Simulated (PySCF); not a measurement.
C₇H₆F (doublet state).
Cartesian coordinates in Å at the GFN2-xTB level; atoms count from 1:
```
atom  x, y, z in Å
C1     2.551   -0.279   -2.134
C2     1.635    0.069   -1.408
C3     0.625    0.450   -0.618
C4    -0.197    1.549   -0.065
C5    -0.413    0.111    0.305
C6    -1.562   -0.841    0.419
C7    -0.600   -0.662    1.561
F8     0.256   -1.685    1.844
H9     3.342   -0.584   -2.749
H10   -0.921    2.033   -0.710
H11    0.244    2.219    0.665
H12   -1.499   -1.766   -0.136
H13   -2.562   -0.447    0.525
H14   -0.900   -0.166    2.478
```

Identity: `[C]1([C@@]2(C1)C[C@H]2F)C#C` [radical].

Method used: PySCF, UKS B3LYP, pcH-1 on C F H, non-relativistic, mean-field spin-orbit, GIAO. Isolated species at its GFN2-xTB geometry, gas phase. The geometry wasn't refined by DFT: couplings that depend on bond lengths, twists or pyramidal angles can differ widely from those at the functional's own minimum. No stability test was run, so a lower SCF solution isn't excluded.

Principal values of hyperfine tensors in MHz (contact and dipolar terms together), for some of the nuclei:

```csv
atom,isotope,A1,A2,A3
C3,13C,8.50,13.44,185.76
C2,13C,-86.72,-67.63,-43.83
H11,1H,53.33,53.51,61.85
H10,1H,52.68,52.94,61.33
C1,13C,0.39,12.36,123.11
C5,13C,-33.75,-32.31,-26.12
C7,13C,23.94,24.32,41.96
C6,13C,21.69,21.76,38.23
```

Q: Give the isotropic coupling of each nucleus in MHz and in mT (g = 2.0029), and the anisotropic part.

A: a_iso = (A1 + A2 + A3)/3, Ti = Ai − a_iso; 1 mT corresponds to 28.033 MHz.

```csv
atom,a_iso (MHz),a_iso (mT),T1,T2,T3
C3,69.23,2.470,-60.74,-55.79,116.52
C2,-66.06,-2.357,-20.66,-1.57,22.23
H11,56.23,2.006,-2.90,-2.72,5.62
H10,55.65,1.985,-2.97,-2.71,5.68
C1,45.29,1.616,-44.90,-32.93,77.83
C5,-30.73,-1.096,-3.02,-1.58,4.60
C7,30.07,1.073,-6.14,-5.76,11.89
C6,27.23,0.971,-5.54,-5.47,11.00
```

Q: What spin density at the nucleus of C1 lies behind its contact coupling (g_N = 1.40482)?

A: a_FC = (2μ0/3) gₑ μB g_N μN ρ(0)/(2S·h) = 800.24 MHz × g_N × ρ(0)/(2S), with ρ in bohr⁻³. With a_FC = 45.29 MHz and 2S = 1, ρ(0) = 0.04028 bohr⁻³.

Q: H9 (1H, g_N = 5.58569) isn't in the table. Its spin density at the nucleus is -0.009451 bohr⁻³. What is its contact coupling?

A: By the same relation, a_FC = -42.2 MHz. Its full tensor has the principal values -62.11, -43.83, -20.78 MHz.

Q: Which nucleus of the table has the largest anisotropic coupling, and what is its form?

A: C3: -60.7, -55.8, 116.5 MHz, nearly axial, close to the ratio −1:−1:+2, the form that spin in one p orbital centred on that nucleus gives.

Q: What first-order splitting does H11 cause when the field lies along A1, A2 or A3 of its tensor (g taken as isotropic, no quadrupole term)?

A: 2 lines (I = 1/2), spaced by |A_i|/(g × 13.996): 1.90, 1.91, 2.21 mT along the axes of A1, A2 and A3.
